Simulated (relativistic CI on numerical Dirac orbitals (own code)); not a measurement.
**O II: what numerical and physical settings do to a radial Dirac CI calculation**

Reference input:

```
atom O  Z=8  charge=1  electrons=7
nucleus A=16  rms_radius_fm=2.6991
hamiltonian dirac-coulomb  breit=on  qed=on  c_scale=1
orbitals kli  potential=per-configuration
slater_scale 1
correlation none
mixing on
grid step=0.0125 r_max=34.5
scf mixing=0.4 start=green max_iterations=150 tolerance=2e-08 node_fill=0.05
configurations
  [He] 2s2 2p3
  [He] 2s 2p4
  [He] 2p5
end
```

Computed lowest total energy -74.41215 Ha, first excitation 30005.0 cm⁻¹, 29 SCF steps. Runs with settings changed; * marks those that are bad on purpose (the QED terms keep the true α when c is scaled):

```
                                                                       Changed    Outcome     Lowest level   ΔE (Ha)  First excitation (cm⁻¹)  SCF steps  Message
             iteration limit 30, end of the grid at 24.15 bohr, grid step 0.02  converged  2s2 2p3 4S°_3/2  1.71e-06                  30005.0         29         
                              grid step 0.03, Slater scale 0.6, Breit term off  converged  2s2 2p3 4S°_3/2    0.0473                  18007.3         29         
                                                            iteration limit 30  converged  2s2 2p3 4S°_3/2         0                  30005.0         29         
node fill of the KLI weights 0.2, start potential previous, speed of light × 2  converged  2s2 2p3 4S°_3/2    0.0373                  29871.4         27         
                                             node fill of the KLI weights 50 *  converged  2s2 2p3 4S°_3/2    0.0634                  27609.7         31         
                                                              SCF mixing 1.3 *  converged  2s2 2p3 4S°_3/2  1.46e-09                  30005.0         28
```

With so few configurations and no correlation, terms lie too far apart (by 10 to 50 % near neutrality), their order can be wrong, and levels of other configurations are missing.
